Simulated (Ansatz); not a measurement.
CrF₃⁻. Charge -1, multiplicity 5. Geometry r2SCAN-D4/def2-TZVP, that of the neutral quartet; atoms count from 1.

```xyz
4

Cr    0.002   -0.002    0.009
F     1.494    0.839   -0.200
F    -1.392    0.842    0.575
F    -0.104   -1.679   -0.384
```

The highest occupied level of the charge -1 quintet lies above zero (up to 1.06 eV). By energy differences its removal costs 1.34 eV (vertical, to the charge 0 quartet, at PBE0-D4/def2-TZVPD); a positive level beside a positive removal energy at the same level points to self-interaction error.

Problem. Estimate the Mulliken populations from the PBE0/def2-TZVPD orbitals of Ansatz.

Solution. 
```csv
atom,charge (e),spin (α − β),d electrons
Cr1,1.48,3.94,4.31
F2,-0.81,0.01,–
F3,-0.84,0.03,–
F4,-0.84,0.03,–
```
Mulliken values and Mayer orders depend strongly on the basis. With diffuse functions, as here, like atoms can get unlike values, and bond orders can come out too low or too high.

Problem. Where does the spin sit?

Solution. Summed by element: Cr 3.94, F 0.06, of 4 unpaired in all. Largest on single atoms: Cr1 3.94, F4 0.03, F3 0.03.
